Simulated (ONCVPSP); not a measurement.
**tantalum: one change to an ONCV potential, before and after**

tantalum (Ta), optimised norm-conserving Vanderbilt (ONCV), made with ONCVPSP 4.0.1 (Wu-Cohen, scalar-relativistic). Core [Kr] 4d10 4f14, reference 5s2 5p6 5d3 6s0.5 (charge +1.5). Waves: 5s+6s: rc 1.65 bohr, ncon 3, nbas 7, qcut 8.7 1/bohr, 2 projectors; 5p: rc 1.45 bohr, ncon 3, nbas 7, qcut 6.4 1/bohr, 2 projectors, debl 2.9 Ha; 5d: rc 2.60 bohr, ncon 3, nbas 8, qcut 5.9 1/bohr, 1 projector. Local part: polynomial inside 1.35 bohr (lpopt 3, dvloc0 0 Ha). Core correction: polynomial model core, fcfact 0.4.

All-electron outer shells of the reference configuration (Wu-Cohen, scalar-relativistic, ld1.x):

| shell | level (eV) | outermost node (bohr) | outermost maximum (bohr) |
| --- | --- | --- | --- |
| 5s | -84.28 | 0.54 | 0.98 |
| 5p | -50.69 | 0.58 | 1.13 |
| 4f | -35.98 | – | 0.44 |
| 6s | -14.95 | 1.32 | 2.61 |
| 5d | -14.34 | 0.65 | 1.56 |

Change: p: qcut 5.5.

Cutoffs: the cutoffs (Ha) at which the residual kinetic energy of the hardest occupied pseudo-wave falls to 1 and 0.1 mHa per electron; they do not see the model core or the augmentation charge, which bear on the density cutoff. Errors are all-electron minus pseudo energies relative to the spin-unpolarised reference configuration.

Task: What does the change do?

Result: The potential gets harder (25 Ha and 72 Ha → 26 Ha and 83 Ha); the errors of the 4 common tests hardly move; neither file shows a bound ghost.

| quantity | base | changed |
| --- | --- | --- |
| cutoff, loose | 25 Ha | 26 Ha |
| cutoff, tight | 72 Ha | 83 Ha |
| loose cutoff by channel | s 25 Ha, p 19 Ha, d 11 Ha | s 25 Ha, p 26 Ha, d 11 Ha |
| bound ghosts | none | none |
| GHOST(+) flags under 300 eV | s at 298.0 eV | s at 298.0 eV |
| error for 5s2 5p6 5d3 6s2, meV [ΔE -15.17 eV] | +4.2 | +4.3 |
| error for 5s2 5p6 5d3 6s1, meV [ΔE -6.65 eV] | +1.9 | +1.9 |
| error for 5s2 5p6 5d3 6s0, meV [ΔE 8.31 eV] | -3.2 | -3.2 |
| error for 5s2 5p6 5d2 6s2 6p1, meV [ΔE -12.12 eV] | +12 | +11 |
| s: phases at 1.67 bohr within 0.05 rad from the reference energy up to (Ha; the scan ends near 5) | to the end of the scan | to the end of the scan |
| p: phases at 1.47 bohr within 0.05 rad from the reference energy up to (Ha; the scan ends near 5) | to the end of the scan | 5.0 |
| d: phases at 2.64 bohr within 0.05 rad from the reference energy up to (Ha; the scan ends near 5) | 0.7 | 0.7 |
| rms error of d²Exc/dni dnj with the model core, mHa | 0.21 | 0.25 |
